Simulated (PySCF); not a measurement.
# [Pr(NH3)3]3+: from a saddle point downhill

PySCF 2.14.0, RKS PBE0, Pr lcecp-1-SVP with ECP48, N def2-SVP, H def2-SVP; non-relativistic Hamiltonian with scalar-relativistic core potentials where named; density fitting; no spin-orbit coupling. Relaxed within the symmetry of its start, the geometry (C3h) is

```xyz
13

Pr    0.0000    0.0000    0.0000
N     2.5186    0.0010    0.0000
H     2.9673   -0.4675    0.8081
H     2.9673   -0.4675   -0.8081
H     2.9679    0.9343    0.0000
N    -1.2602    2.1807    0.0000
H    -1.0788    2.8035    0.8081
H    -1.0788    2.8035   -0.8081
H    -2.2930    2.1031    0.0000
N    -1.2584   -2.1817    0.0000
H    -1.8885   -2.3360    0.8081
H    -1.8885   -2.3360   -0.8081
H    -0.6748   -3.0374    0.0000
```

and its lowest harmonic modes are -45, -43, -43, -38, 82, 82 cm⁻¹ (negative: unstable). It was moved along the lowest mode and relaxed again, within the group C3 that the move left.

Question: Where does it end, and how much lower?

Answer: In C3, 0.032 eV lower, after 18 steps:
```xyz
13

Pr    0.0000    0.0000   -0.7490
N     2.3958   -0.0013    0.0038
H     2.6360   -0.6543    0.7711
H     3.0823   -0.2534   -0.7309
H     2.7597    0.9039    0.3518
N    -1.1968    2.0755    0.0038
H    -0.7513    2.6100    0.7711
H    -1.3217    2.7961   -0.7309
H    -2.1626    1.9380    0.3518
N    -1.1990   -2.0742    0.0038
H    -1.8847   -1.9557    0.7711
H    -1.7606   -2.5426   -0.7309
H    -0.5971   -2.8419    0.3518
```

Question: How do the contacts change?

Answer: 
| contact | saddle (Å) | end (Å) |
| --- | --- | --- |
| Pr1–N2 (NH3) | 2.519 | 2.511 |
| Pr1–N6 (NH3) | 2.519 | 2.511 |
| Pr1–N10 (NH3) | 2.519 | 2.511 |


Question: Is the end a minimum?

Answer: Probably not: 3 of the modes stay unstable (below −25 cm⁻¹), though so soft as to be near the noise; lowest modes -28, -27, -27, 48, 72, 72 cm⁻¹.

An lcecp potential fixes the number of 4f electrons, so in runs with it no electron can move into or out of that shell.

State: singlet in the valence, with the 4f electrons in the core potential.
